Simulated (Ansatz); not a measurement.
Relaxation of ClF₄GeH (7 atoms, charge 0, multiplicity 1), to a largest force component of 0.03 eV/Å in at most 50 steps.

These are results of RKS r2SCAN/def2-SVP (Ansatz 0.2.0), not measurements.

```xyz
7
Properties=species:S:1:pos:R:3
Ge -0.405 0.000 -0.436
Cl 0.082 0.000 2.958
F 1.198 0.000 0.123
F -0.616 1.397 -1.386
F -0.616 -1.397 -1.386
F -1.695 0.000 0.665
H -1.230 0.000 2.736
```

Task: Where does it end, and by what steps?

Result: The run converged. After 5 steps the energy has fallen by 0.102 eV; Cl2 moved furthest, 0.40 Å.

```
step  energy less start (eV)  largest force component (eV/Å)  accepted
   0                  0.0000                           1.205       yes
   1                 -0.0590                           0.762       yes
   2                 -0.0875                           0.346       yes
   3                 -0.0953                           0.472       yes
   4                 -0.1001                           0.206       yes
   5                 -0.1020                           0.020       yes
```

```xyz
7
Properties=species:S:1:pos:R:3
Ge -0.427 0.000 -0.563
Cl 0.025 0.000 3.359
F 1.128 0.000 0.118
F -0.634 1.395 -1.512
F -0.634 -1.395 -1.512
F -1.638 0.000 0.646
H -1.103 0.000 2.736
```

Whether the end is a true minimum wasn't checked by a vibrational analysis.

Run time: 17 s on 4 threads of Arm Neoverse V1, on a shared host, peak memory 0.19 GiB.
